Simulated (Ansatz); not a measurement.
Species: BNH$_{2}$, charge 0, singlet. BNH2 (iminoborane, SMILES B=N).
B3LYP-D3(BJ)/def2-TZVP minimum from Ansatz (a quantum-chemistry and plane-wave program):
```xyz
4

B      0.0000     0.0000    -0.6920
N      0.0000     0.0000     0.5409
H      0.0000     0.0000    -1.8589
H      0.0000     0.0000     1.5327
```
Charge 0, spin multiplicity 1.

Total energies in cc-pVQZ, 10 correlated electrons, 2 frozen orbitals. UHF or UKS for unpaired electrons; spin-orbit terms are left out. Correlated methods leave the cores frozen. No relativity.

```json
[
 {"method": "HF", "program": "Ansatz", "energy (Eh)": "-80.33254", "minus CCSDT(Q) (mEh)": "348.94"},
 {"method": "MP2", "program": "Ansatz", "energy (Eh)": "-80.65742", "minus CCSDT(Q) (mEh)": "24.06"},
 {"method": "CCSD", "program": "Ansatz", "energy (Eh)": "-80.66470", "minus CCSDT(Q) (mEh)": "16.78"},
 {"method": "CCSD(T)", "program": "Ansatz", "energy (Eh)": "-80.68038", "minus CCSDT(Q) (mEh)": "1.10"},
 {"method": "CCSDT(Q)", "program": "Ansatz", "energy (Eh)": "-80.68148", "minus CCSDT(Q) (mEh)": "0.00"}
]
```

Rough core times of Ansatz's runs on a shared machine: CCSD(T) under 20 s, CCSDT(Q) 9 min.
